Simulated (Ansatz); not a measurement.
System: dibromo(dichloro)silane, sum formula SiBr2Cl2 (charge 0, singlet). 
Structure (B3LYP-D3(BJ)/def2-TZVP (Ansatz, an electronic-structure program) minimum search):
```xyz
5

Si    -0.0250    -0.4088     0.0235
Cl     0.1773    -1.5090     1.7251
Cl    -0.3713    -1.6633    -1.5428
Br    -1.7246     0.9776     0.2434
Br     1.8289     0.7267    -0.3413
```

Quantity: atomisation energy (electronic, to ground-state atoms), in kcal/mol. Valence correlation only, unless marked. UHF or UKS for open shells. Spin-orbit coupling is left out. The frozen core is the preceding noble-gas configuration, with the filled d and f shells of earlier blocks. Non-relativistic. The coupled-cluster limit lacks core correlation, which all-electron functionals hold. CBS(X,Y): correlation extrapolated as X^-3; Hartree-Fock from the larger set.

| level | program | atomisation energy (kcal/mol) |
|---|---|---|
| revPBE-D4/def2-TZVPD | Ansatz + dftd4 | 354.1 |
| r2SCAN/def2-TZVPD | Ansatz | 361.9 |
| PBE0/6-31G* | Ansatz | … |
| BHLYP-D4/def2-TZVPD | Ansatz + dftd4 | 338.9 |
| r2SCAN0-D4/def2-TZVPD | Ansatz + dftd4 | 355.9 |
| HSE06-D3(BJ)/def2-TZVPD | Ansatz + dftd3 | … |
| LC-wPBE-D4/def2-TZVPD | Ansatz + dftd4 | 354.3 |
| B2PLYP-D3(BJ)/def2-TZVPD | Ansatz + dftd3 | 349.7 |
| B2PLYP-D4/def2-TZVPD | Ansatz + dftd4 | 347.9 |
| SCS-MP2/def2-SVP | Ansatz | 319.7 |
| SCS-MP2/def2-QZVPPD | Ansatz | 356.8 |
| CCSD/STO-3G | Ansatz | 329.3 |
| CCSD/6-31G | Ansatz | 201.7 |
| CCSD/def2-SVP | Ansatz | … |
| CCSD/def2-SVPD | Ansatz | 308.7 |
| CCSD/def2-TZVPPD | Ansatz | 330.4 |
| CCSD(T)/CBS(def2-TZVPPD,def2-QZVPPD) | Ansatz | 358.0 |

Some entries are withheld; supply them.


- PBE0/6-31G*, atomisation energy (kcal/mol): 340.0
- HSE06-D3(BJ)/def2-TZVPD, atomisation energy (kcal/mol): 359.6
- CCSD/def2-SVP, atomisation energy (kcal/mol): 308.0
